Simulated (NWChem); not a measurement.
System: VO, quartet; SMILES [O]=[V]

The following NWChem deck was run.

```
start job
memory heap 200 mb stack 900 mb global 1100 mb
geometry units angstroms noautoz
  V      0.000000     0.000000    -0.415772
  O      0.000000     0.000000     1.152812
end
basis spherical
  * library 6-31g*
end
dft
  odft
  mult 4
  xc pw6b95
  iterations 150
  mulliken
end
task dft energy
```

Parts of the log:

```
             Northwest Computational Chemistry Package (NWChem) 7.3.0
             --------------------------------------------------------

 ORDER OF PRIMARY AXIS IS BEING SET TO 4
 C4V symmetry detected

                             Geometry "geometry" -> ""
                             -------------------------

 Output coordinates in angstroms (scale by  1.889725989 to convert to a.u.)

  No.       Tag          Charge          X              Y              Z
 ---- ---------------- ---------- -------------- -------------- --------------
    1 V                   23.0000     0.00000000     0.00000000    -0.40479587
    2 O                    8.0000     0.00000000     0.00000000     1.16378813

 Effective nuclear repulsion energy (a.u.)      62.0742107633

      Symmetry information
      --------------------

 Group name             C4v
 Group number             18
 Group order               8
 No. of unique centers     2

                                 NWChem DFT Module
                                 -----------------

 Summary of "ao basis" -> "ao basis" (spherical)
 ------------------------------------------------------------------------------
       Tag                 Description            Shells   Functions and Types
 ---------------- ------------------------------  ------  ---------------------
 V                           6-31g*                 12       34   5s4p2d1f
 O                           6-31g*                  6       14   3s2p1d

      Symmetry analysis of basis
      --------------------------

        a1         18
        a2          0
        b1          4
        b2          4
        e          22

            General Information
            -------------------
          SCF calculation type: DFT
          Wavefunction type:  spin polarized.
          No. of atoms     :     2
          No. of electrons :    31
           Alpha electrons :    17
            Beta electrons :    14
          Charge           :     0
          Spin multiplicity:     4
          Use of symmetry is: on ; symmetry adaption is: on
          Maximum number of iterations: 150
          AO basis - number of functions:    48
                     number of shells:    18
          Convergence on energy requested:  1.00D-06
          Convergence on density requested:  1.00D-05
          Convergence on gradient requested:  5.00D-04

              XC Information
              --------------
                       PW6B95 Method XC Functional
                     Hartree-Fock (Exact) Exchange  0.280
                    PW6B95 GGA Exchange Functional  0.720
                      PW6B95 Correlation Potential  1.000

             Grid Information
             ----------------
          Grid used for XC integration:  medium
          Radial quadrature: Mura-Knowles
          Angular quadrature: Lebedev.
          Tag              B.-S. Rad. Rad. Pts. Rad. Cut. Ang. Pts.
          ---              ---------- --------- --------- ---------
          V                   1.35      112           9.0       590
          O                   0.60       49           7.0       434
          Grid pruning is: on
          Number of quadrature shells:   161
          Spatial weights used:  Erf1

      Superposition of Atomic Density Guess
      -------------------------------------

 Sum of atomic energies:       -1017.47404331

      Non-variational initial energy
      ------------------------------

 Total energy =   -1016.895049
 1-e energy   =   -1520.406742
 2-e energy   =     441.437482
 HOMO         =       0.015761
 LUMO         =       0.015761

 !!!!!!!!!!!!!!!!!!!!!!!!!!!!!!!!!!!!!!!!!!!!!!!!!!!!!!!!!!!!!!!!!!!!!!
 Warning - the HOMO and LUMO are degenerate and you are using symmetry.
 This can lead to non-variational energies and poor convergence.
 Modify the initial guess, or use an open-shell wavefunction, or turn
 off symmetry.
 !!!!!!!!!!!!!!!!!!!!!!!!!!!!!!!!!!!!!!!!!!!!!!!!!!!!!!!!!!!!!!!!!!!!!!

   Symmetry analysis of molecular orbitals - initial alpha
   -------------------------------------------------------

 !! scf_movecs_sym_adapt:    8 vectors were symmetry contaminated

  Symmetry fudging

 !! scf_movecs_sym_adapt:    6 vectors were symmetry contaminated

  Numbering of irreducible representations:

     1 a1          2 a2          3 b1          4 b2          5 e

  Orbital symmetries:

     1 a1          2 a1          3 a1          4 a1          5 e
     6 e           7 a1          8 a1          9 e          10 e
    11 a1         12 e          13 e          14 a1         15 a1
    16 b1         17 b2         18 e          19 e          20 a1
    21 e          22 e          23 a1         24 a1         25 e
    26 e          27 a1

   Symmetry analysis of molecular orbitals - initial beta
   ------------------------------------------------------

 !! scf_movecs_sym_adapt:    8 vectors were symmetry contaminated

  Symmetry fudging

 !! scf_movecs_sym_adapt:    6 vectors were symmetry contaminated

  Numbering of irreducible representations:

     1 a1          2 a2          3 b1          4 b2          5 e

  Orbital symmetries:

     1 a1          2 a1          3 a1          4 a1          5 e
     6 e           7 a1          8 a1          9 e          10 e
    11 a1         12 e          13 e          14 a1         15 a1
    16 b1         17 b2         18 e          19 e          20 a1
    21 e          22 e          23 a1         24 a1         25 e
    26 e          27 a1

     ---------------------------------------------
      Total Density - Mulliken Population Analysis
     ---------------------------------------------

    Atom       Charge   Shell Charges
 -----------   ------   -------------------------------------------------------
    1 V   23    21.64   2.00  2.00  6.00  2.00  6.00  0.48  0.04  0.51  0.03  1.35  1.22  0.02
    2 O    8     9.36   2.00  1.00  3.36  0.95  2.04  0.02

     --------------------------------------------
      Spin Density - Mulliken Population Analysis
     --------------------------------------------

    Atom       Charge   Shell Charges
 -----------   ------   -------------------------------------------------------
    1 V   23     3.00   0.00  0.00  0.00 -0.00  0.00  0.42  0.01  0.50  0.01  1.13  0.94  0.00
    2 O    8    -0.00   0.00  0.01  0.00 -0.01 -0.00  0.00

   convergence    iter        energy       DeltaE   RMS-Dens  Diis-err
 ---------------- ----- ----------------- --------- --------- ---------
 d= 0,ls=0.0,diis     1  -1019.3621533986 -1.08D+03  3.84D-02  8.35D-01
                                                     3.31D-02  5.49D-01
 d= 0,ls=0.0,diis     2  -1010.4882912634  8.87D+00  2.92D-02  1.69D+01
                                                     2.80D-02  1.49D+01
 d= 0,ls=0.0,diis     3  -1019.6847202475 -9.20D+00  1.99D-03  1.62D-01
                                                     1.96D-03  1.74D-01
 d= 0,ls=0.0,diis     4  -1019.7266470962 -4.19D-02  1.26D-03  4.98D-02
                                                     8.91D-04  4.39D-02
 d= 0,ls=0.0,diis     5  -1019.7322280076 -5.58D-03  8.31D-04  3.61D-02
                                                     1.69D-03  3.57D-02
  Resetting Diis
 d= 0,ls=0.0,diis     6  -1019.7457564151 -1.35D-02  1.35D-04  4.72D-04
                                                     2.82D-04  5.49D-04
 d= 0,ls=0.0,diis     7  -1019.7459728955 -2.16D-04  1.30D-04  1.86D-05
                                                     1.76D-04  3.55D-05
 d= 0,ls=0.0,diis     8  -1019.7459272594  4.56D-05  1.29D-04  1.42D-04
                                                     1.15D-04  1.45D-04
 d= 0,ls=0.0,diis     9  -1019.7459763553 -4.91D-05  3.24D-05  1.70D-05
                                                     5.44D-05  2.68D-05
 d= 0,ls=0.0,diis    10  -1019.7459842619 -7.91D-06  4.57D-06  6.99D-08
                                                     2.17D-05  1.22D-06
 d= 0,ls=0.0,diis    11  -1019.7459848571 -5.95D-07  8.22D-06  1.04D-08
                                                     2.38D-05  4.30D-07
 d= 0,ls=0.0,diis    12  -1019.7459851873 -3.30D-07  5.68D-06  8.04D-09
                                                     9.68D-06  4.53D-08

         Total DFT energy =    -1019.745985187346
      One electron energy =    -1523.871184274651
           Coulomb energy =      496.628492322583
    Exchange-Corr. energy =      -54.577503998580
 Nuclear repulsion energy =       62.074210763303

 Numeric. integr. density =       30.999999952491

                  Occupations of the irreducible representations
                  ----------------------------------------------

                     irrep           alpha         beta
                     --------     --------     --------
                     a1                9.0          8.0
                     a2                0.0          0.0
                     b1                1.0          0.0
                     b2                1.0          0.0
                     e                 6.0          6.0

                    DFT Final Alpha Molecular Orbital Analysis
                    ------------------------------------------

 Vector   15  Occ=1.000000D+00  E=-2.253248D-01  Symmetry=b2
              MO Center=  1.8D-15, -2.6D-16, -4.1D-01, r^2= 6.2D-01
   Bfn.  Coefficient  Atom+Function         Bfn.  Coefficient  Atom+Function
  ----- ------------  ---------------      ----- ------------  ---------------
    18      0.702698  1 V  d -2              23      0.481225  1 V  d -2

 Vector   16  Occ=1.000000D+00  E=-2.253227D-01  Symmetry=b1
              MO Center=  6.3D-16, -5.8D-16, -4.1D-01, r^2= 6.2D-01
   Bfn.  Coefficient  Atom+Function         Bfn.  Coefficient  Atom+Function
  ----- ------------  ---------------      ----- ------------  ---------------
    22      0.702697  1 V  d  2              27      0.481226  1 V  d  2

 Vector   17  Occ=1.000000D+00  E=-1.895678D-01  Symmetry=a1
              MO Center= -1.1D-15,  1.1D-15, -9.3D-01, r^2= 3.4D+00
   Bfn.  Coefficient  Atom+Function         Bfn.  Coefficient  Atom+Function
  ----- ------------  ---------------      ----- ------------  ---------------
    10      0.612435  1 V  s                 14     -0.365116  1 V  s
     6     -0.279047  1 V  s                 13      0.193766  1 V  pz
    20      0.190124  1 V  d  0              25      0.136498  1 V  d  0
    17      0.109062  1 V  pz                 2      0.103677  1 V  s
    40      0.091593  2 O  s                 39      0.077980  2 O  pz

 Vector   18  Occ=0.000000D+00  E=-4.864525D-02  Symmetry=e
              MO Center= -1.6D-15, -6.5D-15, -4.5D-01, r^2= 3.8D+00
   Bfn.  Coefficient  Atom+Function         Bfn.  Coefficient  Atom+Function
  ----- ------------  ---------------      ----- ------------  ---------------
    19      0.455876  1 V  d -1              16     -0.394420  1 V  py
    12     -0.359136  1 V  py                24      0.340090  1 V  d -1
    38     -0.155422  2 O  py                 8      0.128757  1 V  py
    42     -0.093570  2 O  py                 4     -0.053740  1 V  py
    21     -0.047900  1 V  d  1              15     -0.041443  1 V  px

 Vector   19  Occ=0.000000D+00  E=-4.864525D-02  Symmetry=e
              MO Center=  1.2D-14, -8.3D-16, -4.5D-01, r^2= 3.8D+00
   Bfn.  Coefficient  Atom+Function         Bfn.  Coefficient  Atom+Function
  ----- ------------  ---------------      ----- ------------  ---------------
    21      0.455876  1 V  d  1              15      0.394420  1 V  px
    11      0.359136  1 V  px                26      0.340090  1 V  d  1
    37      0.155422  2 O  px                 7     -0.128757  1 V  px
    41      0.093570  2 O  px                 3      0.053740  1 V  px
    19      0.047900  1 V  d -1              16     -0.041443  1 V  py

 Vector   20  Occ=0.000000D+00  E=-2.501744D-02  Symmetry=a1
              MO Center=  2.4D-15, -1.3D-15, -6.7D-01, r^2= 3.9D+00
   Bfn.  Coefficient  Atom+Function         Bfn.  Coefficient  Atom+Function
  ----- ------------  ---------------      ----- ------------  ---------------
    14      0.470926  1 V  s                 13     -0.449649  1 V  pz
    10      0.445166  1 V  s                 20      0.375928  1 V  d  0
    17     -0.320153  1 V  pz                39      0.299081  2 O  pz
    43      0.291251  2 O  pz                25      0.286200  1 V  d  0
     9      0.210489  1 V  pz                40      0.191951  2 O  s

                     DFT Final Beta Molecular Orbital Analysis
                     -----------------------------------------

 Vector   12  Occ=1.000000D+00  E=-3.435590D-01  Symmetry=a1
              MO Center=  2.6D-15, -3.1D-15,  9.5D-01, r^2= 1.1D+00
   Bfn.  Coefficient  Atom+Function         Bfn.  Coefficient  Atom+Function
  ----- ------------  ---------------      ----- ------------  ---------------
    39      0.606687  2 O  pz                43      0.379036  2 O  pz
    20     -0.277297  1 V  d  0               9      0.182103  1 V  pz
    25     -0.172959  1 V  d  0               6     -0.170394  1 V  s
    40      0.114402  2 O  s                 10      0.093563  1 V  s
    36      0.066872  2 O  s                 14      0.065177  1 V  s

 Vector   13  Occ=1.000000D+00  E=-3.364224D-01  Symmetry=e
              MO Center= -3.6D-15,  2.1D-15,  9.4D-01, r^2= 8.7D-01
   Bfn.  Coefficient  Atom+Function         Bfn.  Coefficient  Atom+Function
  ----- ------------  ---------------      ----- ------------  ---------------
    37      0.505379  2 O  px                41      0.356355  2 O  px
    38     -0.308938  2 O  py                42     -0.217840  2 O  py
    21     -0.169168  1 V  d  1              26     -0.131106  1 V  d  1
    19     -0.103413  1 V  d -1               7     -0.081664  1 V  px
    24     -0.080145  1 V  d -1              11      0.059736  1 V  px

 Vector   14  Occ=1.000000D+00  E=-3.364224D-01  Symmetry=e
              MO Center=  8.0D-16,  1.4D-15,  9.4D-01, r^2= 8.7D-01
   Bfn.  Coefficient  Atom+Function         Bfn.  Coefficient  Atom+Function
  ----- ------------  ---------------      ----- ------------  ---------------
    38      0.505379  2 O  py                42      0.356355  2 O  py
    37      0.308938  2 O  px                41      0.217840  2 O  px
    19      0.169168  1 V  d -1              24      0.131106  1 V  d -1
    21     -0.103413  1 V  d  1               8     -0.081664  1 V  py
    26     -0.080145  1 V  d  1              12      0.059736  1 V  py

 Vector   15  Occ=0.000000D+00  E=-9.256817D-02  Symmetry=a1
              MO Center=  1.2D-15, -4.0D-15, -1.0D+00, r^2= 4.1D+00
   Bfn.  Coefficient  Atom+Function         Bfn.  Coefficient  Atom+Function
  ----- ------------  ---------------      ----- ------------  ---------------
    14      0.567574  1 V  s                 10     -0.476495  1 V  s
     6      0.256126  1 V  s                 40     -0.148985  2 O  s
    13     -0.146093  1 V  pz                20     -0.145449  1 V  d  0
    17     -0.121359  1 V  pz                25     -0.090002  1 V  d  0
     2     -0.086949  1 V  s                  9      0.081550  1 V  pz

 Vector   16  Occ=0.000000D+00  E=-1.578788D-02  Symmetry=e
              MO Center=  8.4D-15,  6.7D-15, -5.3D-01, r^2= 5.5D+00
   Bfn.  Coefficient  Atom+Function         Bfn.  Coefficient  Atom+Function
  ----- ------------  ---------------      ----- ------------  ---------------
    15      0.560195  1 V  px                21      0.353474  1 V  d  1
    11      0.332657  1 V  px                26      0.279448  1 V  d  1
     7     -0.126614  1 V  px                16      0.090306  1 V  py
    19     -0.056982  1 V  d -1              12      0.053626  1 V  py
     3      0.051660  1 V  px                37      0.050006  2 O  px

[...]
```

Level: PW6B95/6-31G* (spherical d), spin-unrestricted. All runs use the structure optimised with B3LYP/6-31G* (spherical d), spin-unrestricted. No stability test was run on the SCF state.
